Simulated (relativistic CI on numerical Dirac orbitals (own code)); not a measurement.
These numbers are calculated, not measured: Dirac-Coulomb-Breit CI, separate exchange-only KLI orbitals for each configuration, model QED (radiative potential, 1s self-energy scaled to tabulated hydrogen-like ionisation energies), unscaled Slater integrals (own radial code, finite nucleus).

Configuration list (outside the closed core [Ne]): 3s2, 3s 3p, 3p2, 3s 3d, 3d2, 3p 3d, 3p 4s, 3d 4s, 3s 4s, 3s 4p, 3s 4d, 3s 4f, 3s 5s, 3s 5p, 3s 5d, 4s2, 3s 5f, 3s 5g, 3s 6s, 3s 6p, 3s 6d. Levels of other configurations are missing.

At this charge energies of transitions that change n are usually good to better than 1 %, and those within a shell (Δn = 0) to a few per cent.

Outline of the computed level scheme of Sr XXVII. Lowest level of each configuration: 3s2 1S_0 at 0.000 eV; 3s 3p 3P°_0 at 52.133 eV; 3p2 3P_0 at 125.502 eV; 3s 3d 3D_1 at 160.662 eV; 3p 3d 3F°_2 at 216.729 eV; 3d2 3F_2 at 324.894 eV; 3s 4s 3S_1 at 618.974 eV; 3s 4p 3P°_0 at 646.027 eV; 3p 4s 3P°_0 at 682.407 eV.

Some strong electric-dipole decays among the lowest 43 levels: 3s 4p 1P°_1 → 3s2 1S_0 (2.2e+12 s⁻¹); 3s 4s 1S_0 → 3s 3p 1P°_1 (2.0e+12 s⁻¹); 3s 4s 3S_1 → 3s 3p 3P°_2 (1.4e+12 s⁻¹); 3s 4p 3P°_1 → 3s2 1S_0 (1.1e+12 s⁻¹); 3p 4s 3P°_1 → 3p2 1D_2 (7.8e+11 s⁻¹); 3s 4s 3S_1 → 3s 3p 3P°_1 (7.2e+11 s⁻¹); 3p 4s 3P°_1 → 3p2 3P_0 (4.6e+11 s⁻¹); 3s 4p 3P°_2 → 3s 3d 3D_3 (4.0e+11 s⁻¹).

LS names give the leading component of a level, which can be under half, so a name can repeat, a term be missing and a line seem to break the LS rules.
